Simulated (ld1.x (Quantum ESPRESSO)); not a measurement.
## Which change was made? (N, ultrasoft)

| Item | Value |
| --- | --- |
| Element | nitrogen |
| Generator | ld1.x (Quantum ESPRESSO) 7.5 |
| Type | ultrasoft |
| Functional | LDA (PZ) |
| Relativity | non-relativistic |
| Frozen core | [He] |
| Valence charge | 5 |
| Reference configuration | 2s2 2p3 |
| Partial waves | 2s (bound): rcut 1.05, rcutus 1.25 bohr; 2s channel at -0.2 Ry: rcut 1.05, rcutus 1.25 bohr; 2p (bound): rcut 1.50, rcutus 1.95 bohr; 2p channel at -0.15 Ry: rcut 1.50, rcutus 1.95 bohr |
| Local potential | all-electron potential smoothed inside 0.95 bohr (lloc = -1) |
| Core correction | none |
| Augmentation charge | PSQ, radius 0.95 bohr |

Cutoffs, loose and tight: the cutoffs (Ry, on a coarse ladder) from which the occupation-weighted sum of valence levels, in a spherical-Bessel basis at the reference potential, stays within 10 and 1 mRy of its value at 400 Ry. They do not see the model core or the augmentation charge, which bear on the density cutoff. Test errors are all-electron minus pseudo excitation energies from the reference, over the configurations 2s2 2p2; 2s2 2p1; 2s2 2p0; 2s2 2p3.3; 2s2 2p2.5; 2s1 2p3; 2s1 2p0 (two spin-polarised tests are not counted in the largest error); variants that change the core or the reference have their own tests.

The base gives: outcome: generated; cutoff, loose: 18 Ry; cutoff, tight: 30 Ry; bound ghosts: none; largest test error (meV): +582.

Problem. After one change the result is: outcome: generated, overlap not positive; bound ghosts: not determined (overlap not positive); largest test error (meV): test run stopped at test 1 of 9 (negative rho). Which change was it?
A. all radii scaled by about 1.25 (s 1.56, p 2.44 bohr, rcut 1.32/1.88); local potential all-electron potential smoothed inside 1.20 bohr (lloc = -1); augmentation PSQ, radius 1.20 bohr
B. reference 2s2 2p1.5
C. core correction a·sin(br)/r model core inside 0.56 bohr

Solution. B. The others give: all radii scaled by about 1.25 (s 1.56, p 2.44 bohr, rcut 1.32/1.88); local potential all-electron potential smoothed inside 1.20 bohr (lloc = -1); augmentation PSQ, radius 1.20 bohr → outcome: generated; cutoff, loose: 15 Ry; cutoff, tight: 21 Ry; bound ghosts: none; largest test error (meV): +588 | core correction a·sin(br)/r model core inside 0.56 bohr → outcome: generated; cutoff, loose: 18 Ry; cutoff, tight: 30 Ry; bound ghosts: none; largest test error (meV): +151. A file whose overlap is not positive is unfit for use, and its test errors describe a broken file.
